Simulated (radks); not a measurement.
The numbers below are computed, except where a source is named.
Ionisation of Eu2+, [Xe] 4f7, to Eu3+, [Xe] 4f6, under several functionals. Dirac Kohn-Sham, spin-unpolarised, spherical densities, finite nucleus; open shells fill j = l - 1/2 first; a radial shooting solver on a logarithmic mesh with Libxc functionals. The NIST Atomic Spectra Database gives 24.84 eV (semi-empirical). Rank these functionals by the error of their Delta-SCF ionisation energy: Wu-Cohen GGA; AM05; LDA (Slater exchange, Perdew-Wang correlation); OLYP; BLYP; PBE.

Answer. From best to worst: LDA (Slater exchange, Perdew-Wang correlation) 24.182 eV (-0.658); OLYP 24.173 eV (-0.667); AM05 23.932 eV (-0.908); Wu-Cohen GGA 23.908 eV (-0.932); PBE 23.865 eV (-0.975); BLYP 23.706 eV (-1.134). Spin polarisation and multiplet splitting are left out, so open shells lie too high by an amount that depends on their filling.

Beside tabulated values, note that spin-unpolarised runs miss the spin-polarisation part of the exchange energy of open shells.
